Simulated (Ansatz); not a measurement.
Basis-set extrapolation for `CN1[SiH2][SiH2]1` (PBE0-D4/def2-TZVP geometry, frozen core, Ansatz). Multiplicity 1, RHF reference.

```json
{"": "HF", "def2-TZVPP": "-674.297635", "def2-QZVPP": "-674.320465"}
{"": "MP2 correlation", "def2-TZVPP": "-0.626785", "def2-QZVPP": "-0.670303"}
{"": "CCSD(T) correlation", "def2-TZVPP": "-0.703254", "def2-QZVPP": "not run"}
```

Energies in hartree. Use E(X) = E(∞) + A·exp(−7.88·√X) for Hartree–Fock and E(X) = E(∞) + B·X^(−2.97) for correlation, with X = 3 and 4, and add CCSD(T) minus MP2 of the smaller set to the MP2 limit.

Task: What is the CCSD(T) energy at the basis-set limit?

Result: HF limit: -674.320465 + (-0.022830) × 0.13774 = -674.32361. MP2 limit: -0.670303 + (-0.043518) × 0.74074 = -0.70254. Higher-order term: -0.703254 − (-0.626785) = -0.07647. Total: -675.10262 hartree, 267.1 kJ/mol below CCSD(T)/def2-TZVPP.
